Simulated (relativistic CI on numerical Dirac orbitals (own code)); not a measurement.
## Re X: q coefficients and field-shift factors

Method of calculation: Dirac-Coulomb-Breit CI, separate exchange-only KLI orbitals for each configuration, derivatives by finite differences, unscaled Slater integrals, QED left out (own radial code, finite nucleus).

Configurations in the expansion (outside the closed core [Kr] 4d10): 4f14.5s2.5p4, 4f13.5s2.5p5, 4f14.5s.5p5, 4f14.5s2.5p3.5d, 4f14.5p6, 4f14.5s2.5p2.5d2, 4f14.5s2.5p.5d3. Double excitations out of closed p, d and f shells are left out; levels of such configurations are missing from the list, as are those of other unlisted configurations, and high levels can miss mixing partners.

With x = (α/α₀)² − 1 an excitation energy changes as ω = ω₀ + qx; K = 2q/ω₀ is the relative enhancement. Terms are leading LS components, so labels can repeat. The field-shift factor is F = δν/δ⟨r²⟩ for the transition from the lowest level.

Lowest level 4f14.5s2.5p4 3P_2.

| Level | ω₀ (cm⁻¹) | q (cm⁻¹) | F (GHz/fm²) |
| --- | --- | --- | --- |
| 4f14.5s2.5p4 1S_0 | 22127 | 4888 | -3.84 |
| 4f13.5s2.5p5 3F_4 | 83830 | -99420 | 26.7 |
| 4f13.5s2.5p5 1F_3 | 84948 | -99450 | 26.7 |
| 4f13.5s2.5p5 3G_5 | 89448 | -101000 | 27 |
| 4f13.5s2.5p5 1D_2 | 95841 | -35590 | 14 |
| 4f14.5s2.5p4 3P_1 | 97967 | 130800 | -20.3 |
| 4f13.5s2.5p5 3F_3 | 101323 | -82900 | 27.8 |
| 4f13.5s2.5p5 3D_2 | 108144 | -83500 | 27.5 |
| 4f13.5s2.5p5 3G_4 | 115345 | -82490 | 27.8 |
| 4f13.5s2.5p5 3D_1 | 117728 | -82380 | 28 |
| 4f14.5s2.5p4 1D_2 | 120176 | 67900 | -6.86 |
| 4f13.5s2.5p5 3D_3 | 198631 | 34660 | 5.96 |
| 4f13.5s2.5p5 1G_4 | 201318 | 35440 | 5.85 |

At this charge transitions that keep the count of f electrons are usually good to a few per cent. Levels and lines within the n = 5 or 6 shells can be off by up to 10 % or somewhat more, and those that change n by about 2 %, since core polarisation is missing. Levels that differ in their count of f electrons can be misplaced by several ten thousand cm⁻¹, since the correlation energy of f electrons is missing or only estimated; rates across such gaps can be off by orders of magnitude.

Question: Which transition from the lowest level has the largest |K|?

Answer: 4f14.5s2.5p4 3P_1 at 97967 cm⁻¹, K = 2.67.
